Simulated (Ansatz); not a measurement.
Geometry optimisation, RKS PBE0-D4/def2-SVP in Ansatz.

The input (input.yaml):

```yaml
crystal:
  periodic: [false, false, false]
  atoms:
    - { symbol: Ga, position_ang: [0.0, 0.0, 0.0] }
    - { symbol: O, position_ang: [0.0, 0.0, 1.79] }
    - { symbol: H, position_ang: [-0.9095, -0.2814, 2.1271] }
    - { symbol: H, position_ang: [1.3596, 0.0, -0.785] }
    - { symbol: "N", position_ang: [-1.6714, 0.0, -0.965] }
    - { symbol: H, position_ang: [-2.3403, -0.8164, -0.8664] }
    - { symbol: H, position_ang: [-1.9204, 0.8164, -1.5936] }
basis:
  gaussian: { orbitals: def2-SVP }
hamiltonian:
  xc: pbe0
  dispersion: d4
relax:
  f_tol: 0.02
  max_steps: 40
```

Launched with:

```bash
$ ansatz run input.yaml --threads 1 --pin off --max-ram 2048MiB --backend cpu --events-out ev --progress --plain --runs-dir out
```

Where does it end, and by what steps?

The run converged. After 8 steps the energy has fallen by 0.634 eV; H6 moved furthest, 0.75 Å.

```json
{"step": "0", "energy less start (eV)": "0.0000", "largest force component (eV/Å)": "1.914", "accepted": "yes"}
{"step": "1", "energy less start (eV)": "-0.3023", "largest force component (eV/Å)": "2.373", "accepted": "yes"}
{"step": "2", "energy less start (eV)": "-0.4699", "largest force component (eV/Å)": "1.652", "accepted": "yes"}
{"step": "3", "energy less start (eV)": "-0.5901", "largest force component (eV/Å)": "0.446", "accepted": "yes"}
{"step": "4", "energy less start (eV)": "-0.6231", "largest force component (eV/Å)": "0.183", "accepted": "yes"}
{"step": "5", "energy less start (eV)": "-0.6203", "largest force component (eV/Å)": "0.346", "accepted": "no"}
{"step": "6", "energy less start (eV)": "-0.6317", "largest force component (eV/Å)": "0.057", "accepted": "yes"}
{"step": "7", "energy less start (eV)": "-0.6335", "largest force component (eV/Å)": "0.062", "accepted": "yes"}
{"step": "8", "energy less start (eV)": "-0.6336", "largest force component (eV/Å)": "0.010", "accepted": "yes"}
```

```xyz
7
Properties=species:S:1:pos:R:3
Ga -0.034 0.060 -0.046
O -0.034 -0.262 1.711
H -0.896 -0.447 2.096
H 1.324 0.363 -0.729
N -1.619 0.010 -0.919
H -2.514 -0.187 -0.492
H -1.710 0.182 -1.913
```

The run took 23 s on 1 thread of Arm Neoverse V2, with other jobs on the host, peak memory 0.15 GiB.
